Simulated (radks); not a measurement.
Results of a calculation; reference values are marked as such.
All-electron atom: B2+ in [He] 2s1 (the NIST ground configuration). Code: a radial shooting solver on a logarithmic mesh with Libxc functionals. Model: scalar-relativistic Kohn-Sham, RPBE, spin-unpolarised, spherical densities, finite nucleus; Fermi nuclear charge, rms radius 2.406 fm; without spin polarisation the odd electron is poorly described.

Unscreened Slater integrals over Kohn-Sham orbitals (eV). Empty in this configuration: 2p.

F0(2s,2s): 14.972
F0(2s,1s): 20.938
G0(2s,1s): 1.6963
F0(2s,2p): 15.158
G1(2s,2p): 9.3832
F0(1s,1s): 78.448
F0(1s,2p): 21.419
G1(1s,2p): 2.4783
F0(2p,2p): 15.481
F2(2p,2p): 7.3218
